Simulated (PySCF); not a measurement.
ClH3SeSi. Atoms are numbered in the order given.

```xyz
6

Si    -0.9070    -0.6541     0.0000
Cl     0.5401    -2.1347     0.0000
Se     0.2360     1.3223     0.0000
H     -1.7463    -0.8087     1.2130
H     -1.7463    -0.8087    -1.2130
H     -1.0151     2.1055     0.0000
```

Geometry optimised at TPSSh-D3(BJ)/def2-SVP. Other conformers were not sampled.

These are B3LYP/pcSseg-1 in PySCF values and carry that method's errors.

GIAO shieldings, no solvent; atoms alike by connectivity are averaged. δ = σ(ref) − σ: ²⁹Si against TMS (σ = 338.7 ppm); ³⁵Cl against HCl (σ = 933.3 ppm); ⁷⁷Se against Me2Se (σ = 1647.9 ppm); ¹H against TMS (σ = 31.68 ppm), references at their B3LYP-D3(BJ)/def2-TZVP geometries, non-relativistic (without spin–orbit terms, shifts of atoms bonded to Cl or Br come out too high).

```csv
nucleus,atoms,count,δ (ppm)
²⁹Si,Si1,1,11.9
³⁵Cl,Cl2,1,-30.6
⁷⁷Se,Se3,1,-437.3
¹H,"H4, H5",2,6.14
¹H,H6,1,0.61
```
